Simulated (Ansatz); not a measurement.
Reactions of CH₇FSiSn, SMILES `[CH3][SnH2][SiH2]F`.

Isolated molecules relaxed with PBE0-D4/def2-TZVP in Ansatz; ΔE leaves out vibrations. CCSD(T)/CBS adds triple-zeta CCSD(T) − MP2 to the extrapolated MP2 energy (def2 sets, frozen cores). This one scheme is used for every species, atoms too. DFT in def2-TZVPP. No spin–orbit coupling; open shells (•) take unrestricted orbitals. Spin–orbit coupling would lower the free atoms: a little for C, F, Si; strongly for Sn. def2 core potentials past Kr. For Sn outer-core shells are correlated without core-valence functions, so the limit isn't a true one: a few kJ/mol of doubt a bond, and 10 to 20 or more in all where bonds break to atoms. Each species was taken in one conformer, which may not be the lowest.

| reaction | B2PLYP (kJ/mol) | CCSD(T)/CBS(def2) (kJ/mol) |
| --- | --- | --- |
| `[CH3][SnH2][SiH2]F` + `N=CO` → `[CH3][SnH2][O]C=N` + `F[SiH3]` | -7 | -8 |
| `[CH3][SnH2][SiH2]F` + CH₄ → `C[SiH2][SnH2][CH3]` + H–F | 136 | 123 |
| `[CH3][SnH2][SiH2]F` + `BCB` → `BCB[SiH2]F` + `[CH3][SnH3]` | 36 | 38 |
| `[CH3][SnH2][SiH2]F` + `[OH][Al]([SH])[Cl]` → `[CH3][SnH2][SiH2]Cl` + `[OH][Al]([F])[SH]` | 10 | 7 |
| `[CH3][SnH2][SiH2]F` → `F[CH]([SiH3])[SnH3]` | 272 | 276 |
| `[CH3][SnH2][SiH2]F` + `N[SiH](O)O` → `O[SiH](O)N[SiH2]F` + `[CH3][SnH3]` | -65 | -63 |
| `[CH3][SnH2][SiH2]F` → C• + F• + 7 H• + Si• + Sn• | 3433 | 3508 |

Largest T1 diagnostic: 0.014, for `[CH3][SnH2][O]C=N`.
